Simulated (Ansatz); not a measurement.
```yaml
crystal:
  periodic: [false, false, false]
  atoms:
    - {symbol: Ga, position_ang: [-0.757697, 1.151912, -0.889943]}
    - {symbol: C, position_ang: [0.506102, -0.227253, -0.299707]}
    - {symbol: C, position_ang: [0.429230, -0.804198, 0.972706]}
    - {symbol: O, position_ang: [-0.119627, -1.616168, -0.034696]}
    - {symbol: H, position_ang: [-0.326867, 2.309268, -1.838642]}
    - {symbol: H, position_ang: [-2.271202, 1.107120, -0.389359]}
    - {symbol: H, position_ang: [1.423963, -0.357111, -0.817307]}
    - {symbol: H, position_ang: [-0.320348, -0.407091, 1.768948]}
    - {symbol: H, position_ang: [1.314551, -1.200999, 1.520978]}
basis:
  gaussian: {orbitals: def2-TZVPD, nuclear_model: gaussian}
total_charge: -3
magnetization: {spin_polarized: true, initial_magnetization: 1}
hamiltonian: {xc: {name: PBEsol}, dispersion: d3bj}
scf: {lower_state_search: light}
output: {forces: true}
```

```sh
$ ansatz run in.yaml --threads 2 --pin off --events-out ev --progress --plain --max-ram 4352MiB
```

It prints (some lines left out):

```
Functional definition: PBEsol
1163 factors; their error is unknown
mean field evaluation 1: about -56130.9259 eV, gradient 1.7e2 eV
mean field evaluation 2: about -52681.0402 eV, gradient 7.6e2 eV
mean field evaluation 4: about -56058.2219 eV, gradient 2.6e2 eV
mean field evaluation 8: about -56485.0543 eV, gradient 2.8e1 eV
mean field evaluation 16: about -56500.6601 eV, gradient 5.2e-1 eV
mean field evaluation 64: about -56499.2488 eV, gradient 3.6e0 eV
mean field evaluation 96: about -56500.1586 eV, gradient 1.6e0 eV
mean field evaluation 128: about -56500.6241 eV, gradient 7.5e-1 eV
a density is far from that of the atoms, so the factors are made again for it
1580 factors; integrals over basis functions are off by at most 8.6e-4 eV
mean field evaluation 160: about -56500.6751 eV, gradient 4.0e-5 eV
mean field -56500.67510405 eV, -2076.3615125409 hartree, gradient 1.4e-5 eV, S^2 1.446219; 0 other end points of the search recorded, 0 dependent functions left out
reference -56500.67513532 eV, -2076.3615136898 hartree; 30, 29 occupied and 183, 184 virtual orbitals, 1580 factors
Total energy: -56500.73206818 eV, -2076.3636059340 hartree
Atom 0 at    -0.757697     1.151912    -0.889943 Å, force    -0.241786     0.402482    -0.127823 eV/Å
Atom 1 at     0.506102    -0.227253    -0.299707 Å, force    -1.870766     0.594322    -1.582594 eV/Å
Atom 2 at     0.429230    -0.804198     0.972706 Å, force    -0.890819    -0.791605     3.756071 eV/Å
Atom 3 at    -0.119627    -1.616168    -0.034696 Å, force     0.382527     0.357596    -0.219570 eV/Å
Atom 4 at    -0.326867     2.309268    -1.838642 Å, force    -0.034115    -0.070566     0.013002 eV/Å
Atom 5 at    -2.271202     1.107120    -0.389359 Å, force     0.367131    -0.036938    -0.063731 eV/Å
Atom 6 at     1.423963    -0.357111    -0.817307 Å, force     1.314303    -0.103950    -0.575515 eV/Å
Atom 7 at    -0.320348    -0.407091     1.768948 Å, force     0.777979    -0.269865    -1.062571 eV/Å
Atom 8 at     1.314551    -1.200999     1.520978 Å, force     0.195546    -0.081475    -0.137270 eV/Å
Dipole moment:     0.830195    -0.244146     0.127794 e Å
```

(1) What is wrong with this run?

Results:

(1) The charge is far from anything that the molecule holds. Self-consistency was reached. The result belongs to that input, not to the molecule as meant.
